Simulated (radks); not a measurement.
All-electron atom: Tb+ in [Xe] 4f8.5 6s1.5 (fractional occupations, a model configuration). Method: scalar-relativistic Kohn-Sham, r2SCAN, spin-unpolarised, spherical densities, finite nucleus; meta-GGA in the generalised Kohn-Sham scheme; Fermi nuclear charge, rms radius 5.06 fm; computed with a radial shooting solver on a logarithmic mesh with Libxc functionals.

Normalised radial functions P(r) = r R(r), r in bohr:

r	4p	5s	5p
0.0009005	0.0023	0.0407	0.0008
0.001048	0.0030	0.0460	0.0011
0.00122	0.0039	0.0520	0.0014
0.001421	0.0050	0.0586	0.0018
0.001667	0.0066	0.0662	0.0024
0.001941	0.0085	0.0742	0.0031
0.00226	0.0110	0.0828	0.0040
0.002631	0.0143	0.0921	0.0052
0.003062	0.0185	0.1019	0.0067
0.003565	0.0239	0.1121	0.0087
0.00415	0.0309	0.1224	0.0112
0.004832	0.0398	0.1326	0.0145
0.005625	0.0512	0.1422	0.0186
0.006601	0.0665	0.1509	0.0242
0.007684	0.0849	0.1572	0.0309
0.008946	0.1079	0.1606	0.0392
0.01041	0.1362	0.1599	0.0495
0.01212	0.1708	0.1538	0.0621
0.01411	0.2121	0.1411	0.0771
0.01643	0.2606	0.1203	0.0947
0.01913	0.3160	0.0905	0.1148
0.02227	0.3770	0.0510	0.1369
0.02613	0.4445	-0.0005	0.1614
0.03042	0.5070	-0.0571	0.1839
0.03542	0.5610	-0.1174	0.2032
0.04123	0.5969	-0.1757	0.2159
0.048	0.6032	-0.2239	0.2175
0.05588	0.5666	-0.2520	0.2034
0.06505	0.4749	-0.2500	0.1690
0.07573	0.3201	-0.2092	0.1116
0.08816	0.1029	-0.1265	0.0315
0.1035	-0.1775	0.0001	-0.0710
0.1204	-0.4601	0.1404	-0.1730
0.1402	-0.7087	0.2713	-0.2603
0.1632	-0.8632	0.3564	-0.3099
0.19	-0.8659	0.3610	-0.3002
0.2212	-0.6797	0.2647	-0.2184
0.2575	-0.3078	0.0743	-0.0685
0.2998	0.1977	-0.1701	0.1239
0.349	0.7408	-0.4000	0.3135
0.4096	1.2234	-0.5393	0.4487
0.4768	1.4921	-0.5112	0.4652
0.5551	1.5292	-0.3112	0.3499
0.6462	1.3593	0.0202	0.1174
0.7523	1.0613	0.4009	-0.1847
0.8758	0.7295	0.7389	-0.4930
1.02	0.4403	0.9609	-0.7459
1.187	0.2323	1.0311	-0.8976
1.382	0.1061	0.9584	-0.9309
1.622	0.0391	0.7751	-0.8509
1.888	0.0126	0.5601	-0.6998
2.198	0.0033	0.3578	-0.5187
2.559	0.0007	0.2002	-0.3457
2.979	0.0001	0.0970	-0.2060
3.467	0.0000	0.0407	-0.1098
4.037	0.0000	0.0151	-0.0532
4.699	0.0000	0.0047	-0.0225
5.471	0.0000	0.0012	-0.0080
6.42	0.0000	0.0002	-0.0022
7.474	0.0000	0.0000	-0.0005
8.701	0.0000	0.0000	-0.0001
10.13	0.0000	0.0000	0.0000
11.79	0.0000	0.0000	0.0000

4p: eigenvalue -297.01 eV, 2 radial nodes at r = 0.0938, 0.283 bohr, <r> = 0.573 bohr, 90 % of the charge inside 0.833 bohr. 5s: eigenvalue -58.384 eV, 4 radial nodes at r = 0.0261, 0.103, 0.270, 0.641 bohr, <r> = 1.32 bohr, 90 % of the charge inside 1.90 bohr. 5p: eigenvalue -34.745 eV, 3 radial nodes at r = 0.0928, 0.272, 0.687 bohr, <r> = 1.54 bohr, 90 % of the charge inside 2.26 bohr.
